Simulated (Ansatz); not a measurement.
System: CuI (charge -1, doublet). The spin state was set by rule; other spins were not relaxed. 
Coordinates optimised at B3LYP-D3(BJ)/def2-TZVP (Ansatz, an electronic-structure program):
```xyz
2

Cu     0.0000     0.0000    -1.6897
I      0.0000     0.0000     0.9245
```
Charge -1, spin multiplicity 2.

Basis-set convergence of Hartree-Fock and CCSD(T) correlation energies (hartree) with Ansatz. Valence correlation only, unless marked. Open shells are spin-unrestricted. Spin-orbit coupling is left out. The frozen core is the preceding noble-gas configuration, with the filled d and f shells of earlier blocks. Past Kr the def2 sets carry scalar-relativistic core potentials.

```
basis        functions        E(HF)  E(corr, CCSD(T))
-----------  ---------  -----------  ----------------
def2-SVPD           69  -1935.45595          -0.40123
def2-TZVPPD        126            ?                 ?
```

Question: What belongs in the gaps?

Answer: 
- def2-TZVPPD, E(HF): -1935.69145
- def2-TZVPPD, E(corr, CCSD(T)): -0.61681
